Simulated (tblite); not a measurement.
C₅H₉BNSi (doublet state).
Atom-mapped SMILES: `[BH2:1][C@H:2]([SiH2:3][NH:4])[C:5](=[CH2:6])[C:7]#[CH:8]` (hydrogens: H9, H10 on B1; H11 on C2; H12, H13 on Si3; H14 on N4; H15, H16 on C6; H17 on C8)
Bond orders are those of one Lewis drawing.

Computed with GFN2-xTB (tblite), gas phase: L-BFGS steps from a force-field or distance-geometry start until the largest atomic force falls under 0.01 eV/Å.

At the end of the run (lengths in Å): C2–Si3 2.127, Si3–N4 1.641, C2–C5 1.453, B1–C2 1.532, N4–H14 1.007, C5–C7 1.419, Si3–H12 1.457, B1–C2–Si3 95.2°, C2–Si3–N4 96.0°, B1–C2–C5 123.2°, Si3–C2–C5 105.5°, B1–C2–Si3–N4 179°, B1–C2–C5–C6 31°, H14–N4–Si3–C2 -95°, H9–B1–C2–Si3 93°.

Question: These geometries were met on the way; a selection of coordinates is given. Order them by energy above the end point, lowest first.
A. C2–Si3 1.960, Si3–N4 1.702, C2–C5 1.501, B1–C2 1.574, N4–H14 1.025, C5–C7 1.431, Si3–H12 1.472, B1–C2–Si3 109.5°, C2–Si3–N4 109.0°, B1–C2–C5 113.5°, Si3–C2–C5 109.5°, B1–C2–Si3–N4 178°, B1–C2–C5–C6 58°, H14–N4–Si3–C2 -59°, H9–B1–C2–Si3 63°
B. C2–Si3 1.899, Si3–N4 1.784, C2–C5 1.513, B1–C2 1.586, N4–H14 1.041, C5–C7 1.452, Si3–H12 1.476, B1–C2–Si3 109.6°, C2–Si3–N4 109.1°, B1–C2–C5 112.4°, Si3–C2–C5 111.1°, B1–C2–Si3–N4 179°, B1–C2–C5–C6 60°, H14–N4–Si3–C2 -59°, H9–B1–C2–Si3 62°
C. C2–Si3 2.080, Si3–N4 1.642, C2–C5 1.458, B1–C2 1.533, N4–H14 1.008, C5–C7 1.417, Si3–H12 1.453, B1–C2–Si3 102.8°, C2–Si3–N4 95.5°, B1–C2–C5 116.4°, Si3–C2–C5 108.9°, B1–C2–Si3–N4 -178°, B1–C2–C5–C6 50°, H14–N4–Si3–C2 -95°, H9–B1–C2–Si3 74°
D. C2–Si3 2.173, Si3–N4 1.644, C2–C5 1.456, B1–C2 1.536, N4–H14 1.008, C5–C7 1.418, Si3–H12 1.469, B1–C2–Si3 104.3°, C2–Si3–N4 96.9°, B1–C2–C5 115.1°, Si3–C2–C5 107.8°, B1–C2–Si3–N4 -178°, B1–C2–C5–C6 51°, H14–N4–Si3–C2 -83°, H9–B1–C2–Si3 68°
E. C2–Si3 2.075, Si3–N4 1.654, C2–C5 1.471, B1–C2 1.548, N4–H14 1.011, C5–C7 1.424, Si3–H12 1.448, B1–C2–Si3 107.3°, C2–Si3–N4 105.5°, B1–C2–C5 115.5°, Si3–C2–C5 108.0°, B1–C2–Si3–N4 178°, B1–C2–C5–C6 55°, H14–N4–Si3–C2 -63°, H9–B1–C2–Si3 64°

Answer: C (0.095 eV), D (0.157 eV), E (0.276 eV), A (0.449 eV), B (0.744 eV).

```tsv
step	E above end (eV)	rms distance from the end, all atoms (Å)	largest force (eV/Å)	rms shift of all bonds from the end (Å)
16	0.095	0.296	0.179	0.012
10	0.157	0.320	0.314	0.012
5	0.276	0.347	0.462	0.015
1	0.449	0.357	1.577	0.048
0	0.744	0.360	3.343	0.072
```

Rows stand in the order of the answer.
